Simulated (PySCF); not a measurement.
Compound: C₄H₁₀Ge.
Z-matrix (Å and degrees, PBE0-D3(BJ)/def2-SVP geometry), rows numbered from 1:
```
Ge
C   1  1.9593
C   2  1.5494  1  114.48
C   3  1.5403  2   88.84  1    99.29
C   4  1.5405  3   88.96  2    16.95
H   1  1.5421  2  110.50  3    69.75
H   1  1.5437  2  109.92  3   -50.02
H   1  1.5425  2  110.30  3  -169.62
H   2  1.1017  1  107.44  3  -130.09
H   3  1.1016  2  111.27  1  -147.60
H   3  1.1020  2  118.52  1   -21.84
H   4  1.1006  3  111.73  2   -96.04
H   4  1.1001  3  117.66  2   137.87
H   5  1.1020  2  118.50  1    21.73
H   5  1.1016  2  111.27  1   147.51
```

Method used: PySCF 2.14.0, delta-SCF UKS SCAN, pcX-2 on the ionised atom, pcseg-1 elsewhere, spin-free X2C. The ground state was rerun for each ionised atom, in the same mixed basis as its hole state.

| ionised atom | basis functions | E(ionised) (Eh) | binding energy (eV) |
| --- | --- | --- | --- |
| C2 | 164 | -2241.80021 | 290.095 |
| C3 | 164 | -2241.78654 | 290.434 |
| C4 | 164 | -2241.78651 | 290.440 |

Problem. Fill in the total energy of each ground state.

Solution. With binding energy = E(ionised) − E(ground) and 27.2114 eV a hartree:

| atom | binding energy (Eh) | E(ground) (Eh) |
| --- | --- | --- |
| C2 | 10.6608 | -2252.4610 |
| C3 | 10.6733 | -2252.4598 |
| C4 | 10.6735 | -2252.4600 |

The listed C 1s values span 0.35 eV, from C2 (bonded to 2 C, H and Ge) to C4 (bonded to 2 C and 2 H). The values 290.43 and 290.44 eV lie too close for their order to be trusted.

Only 1s holes are shown. Atoms equivalent by their bonding share one computed value, that of the first of them. Isolated species at its PBE0-D3(BJ)/def2-SVP geometry (one conformer only).
